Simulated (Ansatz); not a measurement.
A run for Ansatz (a quantum-chemistry and plane-wave program): R-HF/def2-TZVPP on boron oxyfluoride (SMILES O=BF), atoms moved off the minimum.

Ansatz 0.2 input:
```yaml
crystal:
  periodic: [false, false, false]
  atoms:
    - {symbol: F, position_ang: [0.08736648, -0.01506485, -1.19467542]}
    - {symbol: B, position_ang: [-0.08138307, -0.06177831, 0.05033048]}
    - {symbol: O, position_ang: [-0.06438727, -0.04649840, 1.31687432]}
basis:
  gaussian:
    orbitals: def2-TZVPP
hamiltonian:
  xc: {name: HF}
scf: {lower_state_search: off}
output: {forces: true}
```

Program output:

```
WARN ansatz: RAYON_NUM_THREADS=1 ignored (pool sized by the plan → 1); use --threads N
Functional definition: HF
these checks for a lower state are left out or cut short: stability, starts, cluster_reference, orbital_swaps, neighbouring_geometries, increment
integrals: 0.01 GiB planned
604 factors; their error is unknown
mean field: 0.12 GiB planned
mean field evaluation 1: about -5415.5878 eV, gradient 4.4e1 eV
mean field evaluation 2: about -5416.7634 eV, gradient 3.9e1 eV
mean field evaluation 4: about -5419.1921 eV, gradient 1.5e0 eV
mean field evaluation 8: about -5419.2005 eV, gradient 2.4e-2 eV
mean field evaluation 16: about -5419.2853 eV, gradient 1.5e-6 eV
mean field -5419.28531816 eV, -199.1550621188 hartree, gradient 1.5e-6 eV, S^2 0.000000; 0 other end points of the search recorded, 0 dependent functions left out
the calculation of the forces begins
reference -5419.28531816 eV, -199.1550621188 hartree; 11, 11 occupied and 82, 82 virtual orbitals, 604 factors
Total energy: -5419.28531816 eV, -199.1550621188 hartree
Atom 0 at     0.087366    -0.015065    -1.194675 Å, force    -0.368848    -0.124932    -0.283245 eV/Å
Atom 1 at    -0.081383    -0.061778     0.050330 Å, force     0.852531     0.333137     6.495924 eV/Å
Atom 2 at    -0.064387    -0.046498     1.316874 Å, force    -0.483682    -0.208205    -6.212679 eV/Å
Dipole moment:    -0.053628    -0.022419    -0.601162 e Å
Checks for a lower state left out: stability, starts, cluster_reference, orbital_swaps, neighbouring_geometries, increment
```

The run converged.

Cost: around 0.5 core-seconds (rough).
